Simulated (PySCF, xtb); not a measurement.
ZnClI, SMILES [Cl][Zn][I].

GFN2-xTB (xtb) at its own geometry gives an orbital gap of 4.77 eV and a dipole moment of 3.38 D.

Geometry: PBE-D3(BJ)/def2-TZVP. The def2 effective core potentials stand for the cores of I; spin–orbit coupling is left out.

What does ωB97X/def2-TZVPD (PySCF) give? (An estimate is asked for; the answer gives what the named calculation found.)

gap 10.31 eV (levels -10.31 and 0.00 eV), dipole 0.94 D.
